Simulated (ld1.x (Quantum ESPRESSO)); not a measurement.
Values are calculated unless marked as measured or tabulated.
# Potentials for F (Z = 9) compared

Generated with ld1.x 7.5 (TM, RRKJ, ultrasoft, PAW), atompaw 4.2 or ONCVPSP 4.0.1. The cutoff is in Ry: for ld1.x and atompaw files where the sum of valence levels is converged to 10 mRy in a Bessel basis, for ONCV files where the hardest occupied wave has 1 mHa per electron of residual kinetic energy. The error is the largest all-electron minus pseudo excitation energy over each file’s own four to seven test configurations (ionisations up to +4, promotions, holes and added fractions of an electron), all of which were solved. The labels leave out finer settings (local radius, basis sizes, second energies), which also bear on the numbers. Spin-polarised tests are not counted. The rows are a selection from randomly drawn settings: files with unsolved tests, undetermined cutoffs or missed reference levels are left out.

| potential | cutoff (Ry) | largest error (meV) | bound ghosts |
| --- | --- | --- | --- |
| TM, PW91, scalar-relativistic, rc 0.60/1.60/1.45 (spd), local p, core correction yes, reference 2s1 2p6 | 100 | +4704 | none |
| PAW, PBE, non-relativistic, rc 0.85/1.60 (sp), local smoothed, core correction yes, reference 2s2 2p4.5 | 30 | -119 | none |
| ultrasoft, revPBE, scalar-relativistic, rc 0.75/0.95 (sp), local smoothed, core correction yes, reference 2s2 2p5 | 80 | +285 | none |
| ultrasoft, PBE, scalar-relativistic, rc 0.70/0.95/1.00 (spd), local smoothed, core correction no, reference 2s2 2p4 | 80 | +80 | none |
| PAW, PBEsol, non-relativistic, rc 0.85/1.35 (sp), local smoothed, core correction yes, reference 2s2 2p5 | 40 | -72 | none |
| TM semilocal, PW91, scalar-relativistic, rc 0.60/1.25/1.15 (spd), local p, core correction no, reference 2s2 2p5 | 180 | +1389 | none |
| TM, LDA (PZ), scalar-relativistic, rc 0.80/1.20/1.20 (spd), local d, core correction no, reference 2s2 2p5 | 140 | +1403 | none |

(1) Fill in the row for F: TM, Wu–Cohen, non-relativistic, rc 0.80/1.20 (sp), local smoothed, core correction no, reference 2s2 2p5.

(2) Fill in the row for F: TM semilocal, PBE, scalar-relativistic, rc 0.50/1.80/1.35 (spd), local s, core correction yes, reference 2s2 2p5.

Results:

(1) cutoff 140 Ry, largest error +1260 meV, bound ghosts: none.

(2) cutoff 300 Ry, largest error +5257 meV, bound ghosts: none.
